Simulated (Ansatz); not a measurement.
C$_{2}$H$_{8}$AlNSi, relaxed with RKS PBE0-D4/def2-TZVP in Ansatz 0.2.0 from a PBE-D4/def2-SVP geometry. The force threshold is 0.005 eV/Å; the program also tests the step.

Total charge 0; spin multiplicity 1. The bonds changed during the relaxation, so this is another structure than the one it started from.

Start:

```xyz
13

Al   -1.274   -1.579   -0.220
C    -0.872   -0.726    1.610
N     0.029   -0.321    0.595
C     0.465    0.884    0.356
Si    1.355    1.308   -1.254
H    -0.835   -3.112   -0.277
H    -2.139   -0.812   -1.322
H    -1.285    0.053    2.281
H    -0.520   -1.640    2.129
H     0.294    1.663    1.136
H     1.455    0.062   -2.086
H     0.601    2.373   -2.004
H     2.726    1.848   -0.944
```

(1) By how much does the energy fall, and how many steps does the optimiser take? (Estimate.)

(2) Which bonds change most? (Best estimate.)

(3) Give the relaxed structure. (Best estimate.)

Results:

(1) Ansatz gave: 5.65 kJ/mol, in 10 steps.

(2) Computed: Al1–C2 from 2.058 to 2.020 Å; N3–C4 from 1.303 to 1.281 Å; Al1–N3 from 1.986 to 1.966 Å; Si5–H12 from 1.505 to 1.486 Å.

(3) Computed: 
```xyz
13

Al   -1.278   -1.559   -0.203
C    -0.863   -0.726    1.590
N     0.042   -0.326    0.575
C     0.461    0.863    0.351
Si    1.349    1.292   -1.242
H    -0.851   -3.080   -0.310
H    -2.138   -0.786   -1.288
H    -1.266    0.058    2.230
H    -0.484   -1.595    2.131
H     0.281    1.624    1.122
H     1.489    0.055   -2.047
H     0.575    2.316   -1.990
H     2.683    1.863   -0.918
```
